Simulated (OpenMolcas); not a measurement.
Pr4+: moving the ligands

Pr4+ with 6 ligands (oxide) in trigonal antiprismatic coordination (D3d) at 2.23 Å, a polar angle of 59.1° against the regular 54.74°. A charge of +1.33 e stands 3.2 Å behind each ligand. Ligand basis ANO-RCC-VDZP.

- Program: OpenMolcas 26.06
- Method: SS-CASPT2, IPEA 0.25 Eh, imaginary shift 0.1 Eh (closed shells correlated: 5s 5p and the ligand valence shells)
- Basis: ANO-RCC-VDZP [7s6p4d2f1g]
- Scalar Hamiltonian: DKH2, point nucleus
- Active space: 1 electron in 7 orbitals (4f)
- State averaging: 2S+1 = 2 odd, 7 roots
- Spin-orbit coupling: state interaction with AMFI integrals over the reference wave functions

Runs around this geometry, states (labels of D3, the rotations of D3d). Energies in cm-1 above the lowest state or level, χT in cm3 K/mol.

| R (Å) | Ground state | First state of that spin | First gap with spin-orbit (degeneracies) | Width of lowest J | χT at 300 K |
| --- | --- | --- | --- | --- | --- |
| 2.12 | 2A2 | 2E 1140 | 1500 (2, 2) | 1899 | 0.281 |
| 2.23 | 2A2 | 2E 860 | 1230 (2, 2) | 1647 | 0.340 |
| 2.36 | 2A2 | 2E 680 | 1010 (2, 2) | 1422 | 0.396 |

Taking the width of the lowest J multiplet as R^-n, n = -ln(1422 / 1899) / ln(2.36 / 2.12) = 2.7 between the shortest and longest distance.

Roots that are degenerate in the reference are averaged as groups; the widest CASPT2 spread within a group is 26 cm-1 (the 2-fold group of multiplicity 2 near 683 cm-1 above the lowest state of its run, R = 2.36). Shifts and gaps below about the spread of the groups concerned are not significant. Over all roots computed the reference weight is 0.62 in R = 2.12, 0.62 in R = 2.23, 0.62 in R = 2.36; a low but even weight reflects the number of correlated electrons. The oxide ions are held by bare point charges, a crude embedding. Splittings of an f shell from a small cluster at a set distance can be off by tens of per cent, mostly too small. No measured value stands beside these numbers; the geometry is a model, was not optimised and need not be the one that this ion takes.
